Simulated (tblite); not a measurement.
C4H7OS2 (doublet state).
Geometry (GFN2-xTB, Å), atoms numbered from 1 in this order:
```
atom  x, y, z in Å
C1    -2.1017    0.9631   -0.1132
O2    -0.7605    0.5659    0.0770
C3    -0.4620   -0.7377   -0.0848
S4    -1.6292   -1.8653   -0.5888
C5     0.8160   -1.1498    0.1954
C6     1.8647   -0.2320    0.6671
S7     2.7299    0.4267   -0.8354
H8    -2.1230    2.0368    0.0610
H9    -2.7620    0.4537    0.5937
H10   -2.4354    0.7383   -1.1302
H11    1.0768   -2.1738   -0.0133
H12    1.4692    0.6199    1.2150
H13    2.6413   -0.7383    1.2353
H14    1.6751    1.0920   -1.3009
```

Calculated harmonic vibrations of the isolated species, GFN2-xTB (tblite), most abundant isotopes, no scaling. Against measured fundamentals such values can be off by several per cent, at times by over 20. Modes of hydrogen on sulfur can be 10 to 20 % off. One conformer, not necessarily the lowest. Open shells enter through the occupations alone, without spin polarisation, and single modes of such species can be off by tens of per cent.

Harmonic wavenumbers (cm⁻¹): 29.5, 80.1, 129.5, 170.7, 184.1, 247.4, 261.9, 277.8, 426.5, 514.3, 534.1, 648.1, 699.3, 738.4, 786.2, 944.8, 1020.9, 1067.3, 1118.2, 1120.0, 1143.0, 1170.3, 1191.4, 1273.6, 1395.4, 1418.1, 1448.4, 1457.3, 1466.4, 2442.7, 2955.9, 2970.8, 3010.4, 3025.3, 3037.7, 3122.7.

A = 3109, B = 962.8, C = 820.0 MHz; mass 134.994 u (most abundant isotopes); point group C1, symmetry number 1; spin multiplicity 2.

Q: What is the zero-point energy?

A: ½Σν̃ = 21764 cm⁻¹ = 260.36 kJ/mol.

Q: What is S at 298.15 K and 1 bar for an ideal gas of classical rigid rotors and harmonic oscillators?

A: Translation 170.03, rotation 122.43, vibration 109.78, spin (R ln 2) 5.76: S = 408.0 J/(mol K).

Q: And Cp and H(298.15 K) − H(0)?

A: Cp = 136.94 J/(mol K), of which vibrations give 103.68 (their classical limit is 36 R = 299.3); H(298.15 K) − H(0) = 26.50 kJ/mol without the zero-point energy, 16.59 from vibrations.

Q: What must be added to the electronic energy to get the Gibbs energy at 298.15 K and 1 bar?

A: ZPE + [H(298.15 K) − H(0)] − T·S = 260.36 + 26.50 − 121.65 = 165.21 kJ/mol.

Q: Which modes carry the vibrational entropy at 298.15 K?

A: 29.5 cm⁻¹: 24.53; 80.1 cm⁻¹: 16.27; 129.5 cm⁻¹: 12.36; 170.7 cm⁻¹: 10.16; 184.1 cm⁻¹: 9.57; 247.4 cm⁻¹: 7.32 J/(mol K); the other 30 give 29.58 together.

Q: How do the functions run with temperature in this model?

A: 
```json
{"T (K)": "150", "S (J/(mol K))": "331.0", "Cp (J/(mol K))": "92.1", "H − H(0) (kJ/mol)": "9.51", "G − H(0) (kJ/mol)": "-40.13", "ln q(vib)": "3.06"}
{"T (K)": "250", "S (J/(mol K))": "385.2", "Cp (J/(mol K))": "122.5", "H − H(0) (kJ/mol)": "20.26", "G − H(0) (kJ/mol)": "-76.04", "ln q(vib)": "5.42"}
{"T (K)": "400", "S (J/(mol K))": "452.3", "Cp (J/(mol K))": "165.6", "H − H(0) (kJ/mol)": "41.94", "G − H(0) (kJ/mol)": "-139.00", "ln q(vib)": "8.75"}
{"T (K)": "600", "S (J/(mol K))": "528.3", "Cp (J/(mol K))": "209.0", "H − H(0) (kJ/mol)": "79.69", "G − H(0) (kJ/mol)": "-237.27", "ln q(vib)": "12.90"}
{"T (K)": "900", "S (J/(mol K))": "621.5", "Cp (J/(mol K))": "249.9", "H − H(0) (kJ/mol)": "149.06", "G − H(0) (kJ/mol)": "-410.26", "ln q(vib)": "18.54"}
```

q(vib) and H(0) count from the zero-point level.

Q: Blend soft modes into free rotors: weight 1/[1 + (100 cm⁻¹/ν̃)⁴] for the oscillator and the rest for a rotor with moment μB/(μ + B), μ = h/(8π²ν), B = 10⁻⁴⁴ kg m². What vibrational entropy results?

A: 99.55 J/(mol K) in place of 109.78, which changes −T·S at 298.15 K by +3.05 kJ/mol.

Hindered rotation and anharmonicity are outside this model. Other conformers, if any are populated, would add a mixing term that is left out. The structure is chiral; the term R ln 2 for an equal mix with its mirror image is left out.
